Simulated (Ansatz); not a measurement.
One change: `[SiH3]C([SiH3])SS` becomes `NC([SiH3])[SiH3]`.

Ansatz, PBE0-D4/def2-TZVP geometries, multiplicity 1. Each molecule was computed in one conformer, which needn't be the lowest.

```
                                                                                  property  `[SiH3]C([SiH3])SS`
                                                        HOMO energy (PBE0/def2-TZVPP) / eV                -7.01
                                          size of the dipole moment (B3LYP/def2-TZVPP) / D                 1.11
ideal-gas entropy at 298 K and 1 bar (rigid rotor, harmonic PBE0-D4/def2-TZVP) / J/(mol·K)                  403
                                                     HOMO energy (ωB97M-V/def2-TZVPP) / eV                -9.17
                                            size of the dipole moment (PBE/def2-TZVPP) / D                 1.05
                                                     LUMO energy (ωB97M-V/def2-TZVPP) / eV                 1.06
```

(1) What does the change do to each property? (Best estimate.)

Results:

(1) The calculation gave: 
```csv
property,`NC([SiH3])[SiH3]`,shift
HOMO energy (PBE0/def2-TZVPP) / eV,-6.78,0.23
size of the dipole moment (B3LYP/def2-TZVPP) / D,0.85,-0.26
"ideal-gas entropy at 298 K and 1 bar (rigid rotor, harmonic PBE0-D4/def2-TZVP) / J/(mol·K)",350,-53
HOMO energy (ωB97M-V/def2-TZVPP) / eV,-9.08,0.09
size of the dipole moment (PBE/def2-TZVPP) / D,0.86,-0.19
LUMO energy (ωB97M-V/def2-TZVPP) / eV,1.74,0.68
```

With PBE0 the HOMO rises by 0.23 eV and the LUMO rises by 1.12 eV, so the gap widens by about 0.89 eV. PBE moves the HOMO by 0.38 eV and ωB97M-V by 0.09 eV. Dipoles are sizes alone; their direction can turn. Modes under 60 cm⁻¹, often nearly free rotors, make the harmonic entropy too high.

Positive LUMOs are unbound, so they and the gaps depend on the basis.

B3LYP here is the variant with VWN-RPA as its local correlation; programs differ in this.
